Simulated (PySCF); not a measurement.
C4H7FSi, SMILES C#CC[Si@@H](C)F. Coordinates come from a PBE-D3(BJ)/def2-SVP optimisation. The structure was generated by enumeration; whether it is a known compound was not checked. One conformer was computed; it need not be the lowest.

Computed equilibrium geometry at PBE-D3(BJ)/def2-SVP (PySCF confirms it by a frequency run) as bond lengths and angles (one conformer of several):
Atoms: C1 C2 C3 Si4 C5 F6 H7 H8 H9 H10 H11 H12 H13. Bond lengths (Å): C1–C2 1.224, C1–H7 1.080, C2–C3 1.453, C3–Si4 1.903, C3–H8 1.113, C3–H9 1.114, Si4–C5 1.867, Si4–F6 1.645, Si4–H10 1.504, C5–H11 1.110, C5–H12 1.109, C5–H13 1.108. Angles (°): C2–C1–H7 178.6, C1–C2–C3 176.9, C2–C3–Si4 112.3, C2–C3–H8 111.3, C2–C3–H9 111.0, Si4–C3–H8 108.1, Si4–C3–H9 107.6, H8–C3–H9 106.3, C3–Si4–C5 111.4, C3–Si4–F6 107.8, C3–Si4–H10 108.5, C5–Si4–F6 109.3, C5–Si4–H10 112.8, F6–Si4–H10 106.9, Si4–C5–H11 110.4, Si4–C5–H12 109.9, Si4–C5–H13 111.4, H11–C5–H12 108.1, H11–C5–H13 108.2, H12–C5–H13 108.8.
